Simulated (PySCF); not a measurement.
**Rb₃O⁺: adding exact exchange**

Base calculation in PySCF with density fitting and no spin–orbit coupling, PBE/def2-TZVP (scalar-relativistic core potentials): singlet, D3h, O–Rb 2.538 Å (×3), Rb–Rb 4.397 Å (×3); wavenumbers 59 (×2), 128, 140, 352 (×2) cm⁻¹; gap between the highest occupied and lowest empty levels 1.47 eV, polar-tensor charge of O -1.27 e.

Question: What changes on going to PBE0/def2-TZVP (scalar-relativistic core potentials)?

Answer: The point group stays the same. Changes: mean bond to O -0.030 Å, highest wavenumber +25 cm⁻¹, lowest wavenumber +1 cm⁻¹, gap between the highest occupied and lowest empty levels +1.65 eV, polar-tensor charge of O -0.21 e. The new structure has O–Rb 2.508 Å (×3), Rb–Rb 4.345 Å (×3), with wavenumbers 60 (×2), 137, 152, 377 (×2) cm⁻¹. Exact exchange shortens and stiffens the bonds and opens the gap, the usual pattern.

Only the bonding shown was studied: isomers, or loss of a ligand pair, can lie lower.
